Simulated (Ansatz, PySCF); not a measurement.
HCl$_{3}$Ge, charge +1, doublet, at a GFN2-xTB geometry (a state made from the parent by changing its charge; the spin is typed, not shown lowest). Base run: PySCF with B3LYP/STO-3G.

Input for PySCF:
```python
from pyscf import gto, scf, dft

mol = gto.M(
    atom='''
Ge   -0.01929445   -0.00138719    0.27034132
Cl   -0.21577045    2.04019173   -0.21134258
Cl    1.89128543   -0.81909955   -0.07563228
Cl   -1.63154486   -1.21793090   -0.32910572
H    -0.13006941   -0.00935147    1.82244780
''',
    basis='sto-3g',
    charge=1,
    spin=1,
    verbose=4,
)

mf = dft.UKS(mol)
mf.xc = 'b3lyp'
mf.kernel()
```

The same geometry, method and basis name were run in Ansatz (an electronic-structure program) and PySCF, at each program's defaults and at the settings that a row names. The base is PySCF at its defaults. Differences at the defaults can come from grids, fitting, cores and function types together.

```tsv
code and settings	ΔE vs base (µEh)	basis functions	E (Eh)	SCF cycles
PySCF, defaults (exact integrals, its default grid, spherical functions)	0.0	46	-3418.96192	10
Ansatz, defaults (factorised integrals, its default grid, spherical functions)	0.7	46	-3418.96192	-
PySCF, density fitting with def2-universal-jkfit	-3753	46	-3418.96567	10
PySCF, fine grid	2.3	46	-3418.96192	9
Ansatz, high accuracy	0.7	46	-3418.96192	-
```

Open shells are given as the SCF converged; they aren't shown to be the lowest states, and a large step between rows can be another state.
